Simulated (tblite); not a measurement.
C5H13OPSi.
SMILES with atom numbers: `[CH3:1][SiH2:2][P:3]1[CH2:4][CH2:5][O:6][CH2:7][CH2:8]1` (hydrogens: H9, H10, H11 on C1; H12, H13 on Si2; H14, H15 on C4; H16, H17 on C5; H18, H19 on C7; H20, H21 on C8)

Geometry (GFN2-xTB, Å), atoms numbered from 1 in this order:
```xyz
21
C5H13OPSi angstrom
C      3.2150    0.9149    0.5893
Si     2.1006   -0.5702    0.1949
P      0.0247   -0.0892    0.9118
C     -0.8910   -1.5209    0.1451
C     -2.3643   -1.1425   -0.0126
O     -2.5691   -0.0886   -0.9219
C     -2.0298    1.1353   -0.4852
C     -0.5029    1.1242   -0.4054
H      4.2397    0.7205    0.2904
H      2.8823    1.8113    0.0734
H      3.2135    1.1278    1.6541
H      2.1715   -0.8594   -1.2489
H      2.5381   -1.7661    0.9250
H     -0.4719   -1.7702   -0.8330
H     -0.8018   -2.3890    0.8009
H     -2.7821   -0.8738    0.9718
H     -2.9321   -1.9848   -0.4189
H     -2.4469    1.3974    0.5011
H     -2.3673    1.8744   -1.2179
H     -0.0911    0.8465   -1.3791
H     -0.1440    2.1195   -0.1353
```

Calculated harmonic vibrations of the isolated species, GFN2-xTB (tblite), most abundant isotopes, no scaling. The method is semi-empirical: single wavenumbers can be off by several per cent or more. Modes of hydrogen on silicon can be 10 to 20 % off. One conformer, not necessarily the lowest.

Harmonic wavenumbers (cm⁻¹): 30.7, 86.1, 100.3, 123.0, 169.4, 210.4, 226.6, 290.2, 381.9, 394.3, 420.6, 483.3, 542.5, 561.6, 643.7, 682.5, 698.1, 751.1, 779.3, 784.7, 823.1, 832.1, 859.6, 931.1, 965.2, 975.7, 1016.7, 1047.9, 1093.6, 1143.3, 1153.8, 1182.8, 1233.8, 1260.2, 1291.6, 1331.6, 1345.0, 1365.2, 1426.7, 1433.0, 1457.3, 1461.0, 1480.5, 1484.0, 2159.3, 2218.3, 2844.1, 2846.1, 2940.8, 2945.4, 2952.5, 2954.2, 2965.9, 2969.7, 3034.9, 3041.9, 3051.2.

A = 3033, B = 820.8, C = 717.0 MHz; mass 148.047 u (most abundant isotopes); point group C1, symmetry number 1.

**Question.** What is the zero-point energy?

**Answer.** ½Σν̃ = 36940 cm⁻¹ = 105.62 kcal/mol.

**Question.** What is S at 350 K and 1 bar for an ideal gas of classical rigid rotors and harmonic oscillators?

**Answer.** Translation 41.71, rotation 30.06, vibration 37.69: S = 109.5 cal/(mol K).

**Question.** And Cp and H(350 K) − H(0)?

**Answer.** Cp = 47.80 cal/(mol K), of which vibrations give 39.85 (their classical limit is 57 R = 113.3); H(350 K) − H(0) = 9.67 kcal/mol without the zero-point energy, 6.89 from vibrations.

**Question.** How do the functions run with temperature in this model?

**Answer.** 
```
T (K)  S (cal/(mol K))  Cp (cal/(mol K))  H − H(0) (kcal/mol)  G − H(0) (kcal/mol)  ln q(vib)
  100             71.3              19.4                 1.34                -5.79       2.04
  200             88.1              30.2                 3.82               -13.79       4.83
  300            102.5              42.0                 7.43               -23.33       7.64
  500            129.1              62.7                18.01               -46.55      13.31
  800            163.3              82.5                40.07               -90.58      21.56
 1000            182.7              91.2                57.49              -125.22      26.70
```

q(vib) and H(0) count from the zero-point level.

**Question.** What must be added to the electronic energy to get the Gibbs energy at 350 K and 1 bar?

**Answer.** ZPE + [H(350 K) − H(0)] − T·S = 105.62 + 9.67 − 38.31 = 76.98 kcal/mol.

**Question.** Blend soft modes into free rotors: weight 1/[1 + (100 cm⁻¹/ν̃)⁴] for the oscillator and the rest for a rotor with moment μB/(μ + B), μ = h/(8π²ν), B = 10⁻⁴⁴ kg m². What vibrational entropy results?

**Answer.** 34.65 cal/(mol K) in place of 37.69, which changes −T·S at 350 K by +1.06 kcal/mol.

**Question.** Which modes carry the vibrational entropy at 350 K?

**Answer.** 30.7 cm⁻¹: 6.10; 86.1 cm⁻¹: 4.06; 100.3 cm⁻¹: 3.76; 123.0 cm⁻¹: 3.36; 169.4 cm⁻¹: 2.75; 210.4 cm⁻¹: 2.34 cal/(mol K); the other 51 give 15.32 together.

Hindered rotation and anharmonicity are outside this model. Other conformers, if any are populated, would add a mixing term that is left out. The structure is chiral; the term R ln 2 for an equal mix with its mirror image is left out.

The run took 0.79 s wall on Arm Neoverse V2, one thread, on a shared host. This covers the Hessian and the dipole derivatives.
